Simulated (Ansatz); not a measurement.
A nudged elastic band was laid between two geometries of CF3 + H4OSi (10 atoms, charge 0, multiplicity 2).

Level of theory: Ansatz 0.2.0, UKS PBE/def2-SVP.

- movable images: 5
- climbing image: yes
- spring: 5.0 eV/Å²
- optimiser: quadratic models (default)
- start path: through a guess of the saddle point
- force threshold: 0.03 eV/Å
- iteration limit: 60
- end points: relaxed

Image 0:

```xyz
10
Properties=species:S:1:pos:R:3
Si 0.011 -0.042 -0.457
H 0.014 -0.025 1.058
O 1.567 -0.061 -1.100
H 2.090 -0.850 -0.877
H -0.624 1.218 -0.961
H -0.806 -1.233 -0.893
C -0.033 0.011 3.834
F -0.734 -1.047 4.231
F 1.228 -0.065 4.249
F -0.603 1.143 4.231
```

Image 6:

```xyz
10
Properties=species:S:1:pos:R:3
Si 0.065 -0.078 -0.561
H -0.082 0.064 2.484
O 1.602 -0.060 -1.256
H 2.114 -0.882 -1.146
H -0.592 1.200 -1.008
H -0.750 -1.279 -1.005
C -0.067 0.032 3.601
F -0.763 -1.031 4.046
F 1.199 -0.068 4.047
F -0.616 1.149 4.111
```

Task: What changes between the two ends?

Result: Bonds broken: Si1–H2. Bonds formed: H2–C7. CF3 + H4OSi becomes CHF3 + H3OSi.

Task: Give the energies along the band, and the barrier.

Result: It converged. The highest image is number 2 of 0 to 6, 0.052 eV above the first end and 0.779 eV above the last; the last end lies 0.727 eV below the first. A vibrational analysis at the climbing image gives one clearly imaginary mode, 169i cm⁻¹, and a faint second one (12i cm⁻¹) that may be numerical noise or a soft torsion: probably a first-order saddle point.

| image | path coordinate (Å) | energy (eV) | Si1–H2 (Å) | H2–C7 (Å) |
| --- | --- | --- | --- | --- |
| 0 | 0.00 | 0.000 | 1.51 | 2.78 |
| 1 | 0.71 | 0.014 | 1.52 | 2.32 |
| 2 | 1.41 | 0.052 | 1.59 | 1.79 |
| 3 | 1.91 | -0.495 | 2.12 | 1.21 |
| 4 | 2.41 | -0.674 | 2.50 | 1.12 |
| 5 | 2.92 | -0.718 | 2.81 | 1.12 |
| 6 | 3.42 | -0.727 | 3.05 | 1.12 |

Task: What is the geometry of the highest image?

Result: 
```xyz
10
Properties=species:S:1:pos:R:3
Si -0.008 -0.033 -0.097
H 0.003 -0.014 1.490
O 1.540 -0.032 -0.757
H 2.060 -0.840 -0.603
H -0.661 1.225 -0.586
H -0.813 -1.238 -0.526
C -0.006 -0.003 3.277
F -0.715 -1.051 3.708
F 1.260 -0.101 3.695
F -0.551 1.134 3.714
```

The run took 110 s on 4 threads of Intel(R) Xeon(R) Platinum 8259CL CPU @ 2.50GHz (Skylake/Cascade Lake), on a shared host, peak memory 0.21 GiB.
